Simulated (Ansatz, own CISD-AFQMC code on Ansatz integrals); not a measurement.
C2H3N, SMILES `C=C=N` (charge 0, multiplicity 1).

Cartesian coordinates (Å):
SMILES: N=C=C
```xyz
6

C     -0.9237     0.0066     0.2976
C      0.2668    -0.0125    -0.2373
N      1.3243    -0.0381    -0.8401
H     -1.4035    -0.9171     0.5904
H     -1.4311     0.9472     0.4618
H      2.1671     0.0138    -0.2723
```
Charge 0, spin multiplicity 1.

Frozen-core correlation energies in cc-pVDZ at a geometry from PBE0-D3(BJ)/def2-TZVP, on an HF energy of -131.88654 Ha (<S^2> = 0.00). Wave-function levels are from Ansatz, the walk from an own CISD-AFQMC code on Ansatz integrals (time step 0.005/Ha, trial state from CCSD amplitudes, largest double 0.09).

| level | correlation energy (mHa) |
|---|---|
| MP2 | -418.5 |
| CCSD | -443.1 |
| CCSD(T) | -460.2 |
| CCSDT(Q) | -462.4 |

What correlation energy does phaseless AFQMC give, and where does it lie among these levels?

-461.9 ± 0.4 mHa (one standard error). AFQMC minus each level: MP2 -43.5 mHa, CCSD -18.8 mHa, CCSD(T) -1.7 mHa, CCSDT(Q) +0.5 mHa.
